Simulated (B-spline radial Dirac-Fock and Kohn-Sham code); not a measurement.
Binding energies of Sb at several levels of theory

System: neutral antimony, configuration [Kr] 4d10 5s1 5p4 (an excited configuration).

The density-functional columns are spherical, spin-unpolarised Dirac-Kohn-Sham results without Breit or QED terms: −ε is minus the orbital energy of the initial state and ΔSCF the difference of two total energies. The reference in the last column comes from relaxed Dirac-Fock hole states (ΔSCF) with Breit and QED corrections and a finite nucleus. All numbers are from a radial finite-basis atomic code, in eV; a selection of levels is shown. The Kohn-Sham columns are given as differences from the reference. For the 1s level of heavy atoms much of the gap between ΔSCF and the reference is the Breit and QED part, -102.4 eV here; for other levels the error of the functional can be larger.

```tsv
level	LDA −ε − DF	LDA ΔSCF − DF	Dirac-Fock
1s	-250.9	+92.2	30500.4
2s	-111.5	-51.6	4715.4
2p1/2	-82.4	-7.4	4392.1
2p3/2	-85.4	-15.2	4143.7
3s	-54.6	-34.9	957.9
3p1/2	-42.9	-22.6	825.7
3p3/2	-42.4	-22.8	778.8
3d3/2	-24.8	-2.9	547.6
3d5/2	-25.1	-3.5	538.2
4p1/2	-16.8	-8.4	125.8
4d3/2	-6.5	+0.7	42.18
4d5/2	-6.5	+0.6	40.94
5s	-4.5	-0.2	18.37
5p	-2.1	+1.5	7.64
```

Values without a named source are computed, but for edge energies of neutral atoms, which are taken from tables.
